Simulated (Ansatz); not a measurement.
Reaction (ligand exchange at the Sn–S bond): `[F][SnH2][SH]` + CH₃NH₂ → `C[NH][SnH2][F]` + H₂S

Calculated with Ansatz (gas phase, PBE0-D4/def2-TZVP geometries, no zero-point term in ΔE). CCSD(T)/CBS adds triple-zeta CCSD(T) − MP2 to the extrapolated MP2 energy (def2 sets, frozen cores). This one scheme is used for every species. DFT in def2-TZVPP. def2 core potentials past Kr. For Sn outer-core shells are correlated without core-valence functions, which leaves a few kJ/mol of doubt a bond. Each species was taken in one conformer, which may not be the lowest.

`[F][SnH2][SH]`:

Cartesian coordinates in Å:
```
F -1.335 1.224 -0.914
Sn 0.248 0.229 -0.461
S -0.427 -1.595 0.910
H 0.833 -0.374 -1.935
H 1.202 1.349 0.388
H -0.521 -0.833 2.012
```

CH₃NH₂:

```xyz
7

C    -0.424    0.325    0.193
N     0.750   -0.512    0.014
H    -0.987    0.551   -0.725
H    -0.127    1.275    0.643
H    -1.110   -0.158    0.893
H     1.404   -0.077   -0.624
H     0.494   -1.403   -0.393
```

`C[NH][SnH2][F]`:

Cartesian coordinates in Å:
```
C 0.952 -0.224 -1.131
N 0.738 -0.078 0.297
Sn -1.041 0.452 1.034
F -2.325 -0.949 0.664
H 2.020 -0.164 -1.364
H 0.465 0.597 -1.665
H 0.566 -1.162 -1.550
H 1.215 -0.792 0.828
H -1.625 1.787 0.161
H -0.964 0.533 2.727
```

H₂S:

Z-matrix (Å, degrees):
```
S
H 1 1.341
H 1 1.341 2 92.3
```

CCSD(T)/CBS gives +57.4 kJ/mol.

Question: Another level gave +62.1 kJ/mol. Which?
A. RPA@PBE/def2-TZVPP
B. PBE0/def2-TZVPP
C. BLYP-D4/def2-TZVPP
D. BLYP/def2-TZVPP

Answer: D. BLYP 62.1, PBE0 67.8, BLYP-D4 57.9, RPA@PBE/def2-TZVPP 50.4 kJ/mol.

Largest T1 diagnostic among the species: 0.013.

At CCSD(T), def2-SVP lies −4.7 kJ/mol from the extrapolated value and def2-TZVPP −3.1 kJ/mol. The D4 term adds −3.1 kJ/mol with B3LYP and −1.8 kJ/mol with PBE0; it sums over pairs of atoms, weighted by their polarisabilities, and B3LYP, whose exchange is more repulsive, gets the larger term.

B3LYP here is the variant with VWN-RPA as its local correlation; programs differ in this.
